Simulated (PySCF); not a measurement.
Compound: C3H9Tl.
Cartesian coordinates in Å at the PBE0-D3(BJ)/def2-SVP level; atoms count from 1:
```
atom  x, y, z in Å
C1    -0.457    2.170   -0.147
Tl2    0.011   -0.001    0.017
C3     2.121   -0.695    0.145
C4    -1.661   -1.472    0.018
H5    -0.382    2.463   -1.205
H6     0.264    2.764    0.431
H7    -1.478    2.374    0.206
H8     2.291   -1.132    1.140
H9     2.819    0.138   -0.010
H10    2.300   -1.474   -0.610
H11   -2.568   -1.017    0.438
H12   -1.864   -1.766   -1.023
H13   -1.392   -2.370    0.590
```

Theory: PBE0-D3(BJ)/def2-SVP geometry optimisation, gas phase, def2 core potentials past Kr (PySCF).

**Question.** Which atoms are bound to Tl2, and at what distances?

**Answer.** 3 atoms: C3 2.225 Å, C4 2.227 Å, C1 2.227 Å. The nearest atom not counted as bound is H12, at 2.78 Å (others tie with it).

**Question.** List the angles at Tl2.

**Answer.** 
```tsv
angle	degrees	distance of the outer atoms (Å)
C1–Tl2–C3	120.5	3.87
C3–Tl2–C4	120.4	3.86
C1–Tl2–C4	119.1	3.84
```

**Question.** What is the shape at Tl2?

**Answer.** Planar: angles 120.5°, 120.4° and 119.1°, sum 360.0°, 0.01 Å off the plane of its three neighbours.

**Question.** What are the other bond lengths?

**Answer.** C1–H5 and 8 like bonds 1.099 Å.

Charge 0, singlet. No frequency check.
